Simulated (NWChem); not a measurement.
# Atomisation of Al$_{2}$

```xyz
2

Al     0.0000     0.0000     1.2528
Al     0.0000     0.0000    -1.2528
```
Charge 0, spin multiplicity 3.

The numbers come from NWChem runs, not from measurements. The geometry was optimised at UB3LYP/def2-SVP, a minimum by its harmonic frequencies.

Basis set: def2-TZVP. The atomisation energy is electronic alone: no zero-point, thermal, spin-orbit or counterpoise terms. No value is extrapolated to the basis-set limit. Free atoms are single determinants with multiplicities Al 2. Correlated methods freeze the same cores in atoms and molecule, 10 orbitals in all.

B3LYP has NWChem's definition, with VWN1-RPA local correlation. This spin state was chosen for the runs; another may lie lower. The structure started from a generated list of species. The unpaired electrons of the parent sit in orbitals of symmetry b2u and b3u (D2h labels of the run); other states weren't searched. No SCF solution was tested for a lower state. Open-shell Hartree-Fock references start from PBE0 orbitals. Coupled-cluster values serve here as a point of comparison, not as the truth.

### Question
One of these methods gave an atomisation energy of 30.8 kcal/mol. Which?
(A) LDA (SVWN5)
(B) HF
(C) CCSD(T)
(D) CAM-B3LYP

### Answer
C, CCSD(T). The others give 45.8 (LDA (SVWN5)), 24.3 (CAM-B3LYP), 10.2 (HF).
